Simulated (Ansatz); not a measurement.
Z-matrix (Å, degrees):
```
C
C 1 1.525
H 1 1.092 2 111.2
H 1 1.092 2 111.4 3 -120.0
H 1 1.092 2 111.0 3 120.0
Si 2 1.854 1 115.1 3 61.0
H 2 1.096 1 111.0 3 -61.0
H 2 1.097 1 110.8 3 -178.7
I 6 2.438 2 110.9 1 -59.2
F 6 1.598 2 109.5 1 59.3
H 6 1.480 2 113.5 1 179.4
```

Charge 0, multiplicity 1. I takes the def2 core potential.

Task: List the B3LYP/def2-TZVPP orbital energies in eV (the Gaussian-basis code of Ansatz). (Estimate.)

Result: Computed: Occupied: -1800.62, -671.65, -277.08, -276.97, -186.17, -144.98, -132.33, -132.14, -132.13, -100.36, -100.31, -100.24, -52.02, -51.95, -51.94, -51.78, -51.78, -32.61, -21.22, -19.18, -17.48, -14.93, -12.89, -12.68, -12.51, -12.12, -11.49, -10.63, -10.07, -9.26, -8.75, -7.60, -7.47. Lowest empty: -0.36, 0.11, 0.78, 1.22, 1.82, 2.12, 2.30, 2.77.

B3LYP here is the variant with VWN-RPA as its local correlation; programs differ in this.
